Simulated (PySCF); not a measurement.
# One molecule, several mistakes: BC2H6N

These are calculations, not measurements. They come from PySCF 2.14.0, an open-source quantum chemistry program, on an isolated molecule that a program drew, which may never have been made. The molecule is BC2H6N (charge 0, singlet), drawn as the SMILES string `CB=CN`.

Each row is a Hartree-Fock (HF) and frozen-core CCSD(T) single point in the cc-pVDZ basis, meant for a local HF minimum. Run 1 is clean. Each other run has one planted mistake out of seven kinds, and not every kind appears here: one electron removed, one electron added, multiplicity raised by two, geometry at a saddle point, minimal basis STO-3G, one bond length entered in bohr, all coordinates scaled. The reference is restricted for singlets and unrestricted otherwise, and also for a bond in bohr. Adding or removing an electron swaps singlet and doublet. Electrons count all cores. HOMO and LUMO are orbital energies over both spins, the gradient is its largest component, and the lowest frequency (negative if imaginary) is given only where the gradient is small. Bond lengths are over the 9 bonds as drawn. T1 is the CCSD diagnostic: over 0.02 (restricted) or 0.045 (unrestricted) a single reference is doubtful.

Geometry of the clean run:
```xyz
10
BC2H6N, angstrom
C    -0.6259   -1.8551    0.7887
B    -1.1071   -1.7131   -0.6763
C    -1.5945   -1.5516   -1.9709
N    -1.1307   -0.8053   -3.0973
H     0.2997   -1.2711    0.8726
H    -1.3323   -1.4362    1.5083
H    -0.3861   -2.8826    1.0679
H    -2.5582   -2.0350   -2.1386
H    -0.9897   -1.4138   -3.8865
H    -0.2447   -0.3720   -2.9082
```

| run | electrons | basis functions | <S^2> | HOMO (eV) | LUMO (eV) | gradient (hartree/bohr) | lowest frequency (cm^-1) | mean bond (Å) | longest bond (Å) | T1 | HF (hartree) | CCSD(T) (hartree) | mistake |
|---|---|---|---|---|---|---|---|---|---|---|---|---|---|
| 1 | 30 | 86 | 0.000 | -7.39 | 2.97 | 3.3e-06 | 59 | 1.1947 | 1.549 | 0.0115 | -158.30338 | -158.88868 | no fault |
| 2 | 30 | 86 | 0.000 | -7.32 | 3.31 | 4.7e-02 | - | 1.1362 | 1.473 | 0.0105 | -158.27659 | -158.84987 | all coordinates scaled |
| 3 | 29 | 86 | 0.758 | -15.95 | -5.24 | 1.0e-01 | - | 1.1947 | 1.549 | 0.0259 | -158.07346 | -158.62679 | ? |
| 4 | 30 | 86 | 0.922 | -7.78 | 1.97 | 5.6e-02 | - | 1.3027 | 2.063 | 0.0497 | -158.18429 | -158.76085 | ? |

**Which mistake was planted in run 3, and what did it cost?**

It counts 29 electrons, one fewer than the clean run, at the same geometry and basis. So the mistake is: one electron removed. Subtracting run 1 and multiplying by 627.51 kcal/mol a hartree, the energy moved by 144.3 kcal/mol in HF and 164.3 kcal/mol in CCSD(T).

**Which mistake was planted in run 4, and what did it cost?**

The mean bond changes by a factor of 1.090 and the longest by 1.332, so the molecule wasn't scaled as a whole. A length L in bohr read as angstrom grows by (1/0.5292 - 1) L = 0.890 L. The 9 bonds together grew by 9 x 0.1080 = 0.972 Å, which gives L = 1.092 Å. That is the length of one of the C-H bonds, 1.092 Å in the clean geometry. So the mistake is: one bond length entered in bohr. Subtracting run 1 and multiplying by 627.51 kcal/mol a hartree, the energy moved by 74.7 kcal/mol in HF and 80.2 kcal/mol in CCSD(T).

Cautions from the logs. Run 4: T1 is over the limit, so its CCSD(T) energy is less reliable.
